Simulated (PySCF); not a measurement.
C2H5ClFNSi, SMILES C(=C)[Si](Cl)(N)F.

Geometry: B3LYP-D3(BJ)/def2-SVP. The structure was generated by enumeration, and PubChem lists no compound with its InChIKey, so it may never have been made. The values are those of a single conformer.

Level of theory: TDDFT-ωB97X/def2-SVPD in PySCF.

Vertical excitations. The molecule is in vacuum.

```csv
state,energy (eV),λ (nm),f,main pairs
S1,6.89,180,0.032,"HOMO−2→LUMO 54 %, HOMO−4→LUMO 22 %, HOMO→LUMO 14 %"
S2,7.21,172,0.254,"HOMO→LUMO 77 %, HOMO−2→LUMO 12 %"
S3,7.38,168,0.106,HOMO−1→LUMO 91 %
S4,7.65,162,0.077,"HOMO−1→LUMO+1 49 %, HOMO→LUMO+1 28 %"
S5,8.36,148,0.074,"HOMO→LUMO+1 37 %, HOMO−1→LUMO+1 21 %, HOMO→LUMO+2 16 %, HOMO→LUMO+3 6 %"
S6,8.55,145,0.015,"HOMO−3→LUMO 37 %, HOMO−2→LUMO 15 %, HOMO−4→LUMO 12 %, HOMO−6→LUMO 9 %"
S7,8.64,143,0.011,"HOMO−3→LUMO 32 %, HOMO−4→LUMO 20 %, HOMO−6→LUMO 9 %, HOMO−1→LUMO+2 6 %"
S8,8.92,139,0.016,"HOMO−6→LUMO 34 %, HOMO−8→LUMO 11 %, HOMO−5→LUMO 9 %, HOMO−4→LUMO 8 %"
S9,9.01,138,0.005,"HOMO−1→LUMO+4 17 %, HOMO−1→LUMO+5 16 %, HOMO−1→LUMO+6 8 %, HOMO→LUMO+4 6 %"
S10,9.18,135,0.007,"HOMO−4→LUMO 15 %, HOMO→LUMO+1 12 %, HOMO→LUMO+2 10 %, HOMO→LUMO+5 9 %"
T1,4.26,291,0,"HOMO→LUMO 64 %, HOMO−1→LUMO 22 %"
T2,6.33,196,0,"HOMO−2→LUMO 62 %, HOMO−4→LUMO 24 %"
T3,7.18,173,0,"HOMO−1→LUMO 47 %, HOMO→LUMO 17 %, HOMO−1→LUMO+1 13 %, HOMO→LUMO+1 8 %"
T4,7.36,168,0,"HOMO−1→LUMO+1 36 %, HOMO−1→LUMO 19 %, HOMO→LUMO+1 18 %, HOMO→LUMO 6 %"
```
Triplets are in the Tamm–Dancoff approximation, which puts them higher than full response would, so one can lie above its singlet here.
